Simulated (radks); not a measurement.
Values are calculated unless marked as measured or tabulated.
Effect of the nuclear size on the iodine ion I3+, [Kr] 4d10 5s2 5p2. Code: a radial shooting solver on a logarithmic mesh with Libxc functionals. Model: Dirac Kohn-Sham, BLYP, spin-unpolarised, spherical densities, finite nucleus; open shells are shared between the two j in proportion to 2j + 1; Fermi nuclear charge, rms radius 4.75 fm. The rms radius is varied about that value; shifts are against it.

[
 {"rms radius (fm)": "4.1562", "total energy shift (eV)": "-1.39", "density at nucleus (e/bohr^3)": "2.55e+05", "1s1/2 shift (meV)": "-581", "2s1/2 shift (meV)": "-68.1", "4p1/2 shift (meV)": "0.235", "5s1/2 shift (meV)": "-0.394", "5p1/2 shift (meV)": "0.065", "5p3/2 shift (meV)": "0.071", "6s1/2 (empty) shift (meV)": "-0.097"},
 {"rms radius (fm)": "4.5743", "total energy shift (eV)": "-0.427", "density at nucleus (e/bohr^3)": "2.508e+05", "1s1/2 shift (meV)": "-178", "2s1/2 shift (meV)": "-20.9", "4p1/2 shift (meV)": "0.072", "5s1/2 shift (meV)": "-0.121", "5p1/2 shift (meV)": "0.020", "5p3/2 shift (meV)": "0.022", "6s1/2 (empty) shift (meV)": "-0.030"},
 {"rms radius (fm)": "4.75", "total energy shift (eV)": "0", "density at nucleus (e/bohr^3)": "2.491e+05", "1s1/2 shift (meV)": "0.000", "2s1/2 shift (meV)": "0.000", "4p1/2 shift (meV)": "0.000", "5s1/2 shift (meV)": "0.000", "5p1/2 shift (meV)": "0.000", "5p3/2 shift (meV)": "0.000", "6s1/2 (empty) shift (meV)": "0.000"},
 {"rms radius (fm)": "5.2155", "total energy shift (eV)": "1.20", "density at nucleus (e/bohr^3)": "2.451e+05", "1s1/2 shift (meV)": "500", "2s1/2 shift (meV)": "58.6", "4p1/2 shift (meV)": "-0.202", "5s1/2 shift (meV)": "0.339", "5p1/2 shift (meV)": "-0.056", "5p3/2 shift (meV)": "-0.061", "6s1/2 (empty) shift (meV)": "0.084"},
 {"rms radius (fm)": "5.6002", "total energy shift (eV)": "2.25", "density at nucleus (e/bohr^3)": "2.421e+05", "1s1/2 shift (meV)": "942", "2s1/2 shift (meV)": "110", "4p1/2 shift (meV)": "-0.381", "5s1/2 shift (meV)": "0.639", "5p1/2 shift (meV)": "-0.105", "5p3/2 shift (meV)": "-0.115", "6s1/2 (empty) shift (meV)": "0.158"}
]

Slopes of the eigenvalues against <r^2> in GHz/fm^2, as finite differences over the two radii next to the reference (eigenvalue slopes, not the field-shift constants of lines): 1s1/2 26100, 2s1/2 3060, 4p1/2 -10.6, 5s1/2 17.7, 5p1/2 -2.90, 5p3/2 -3.19, 6s1/2 (empty) 4.38.
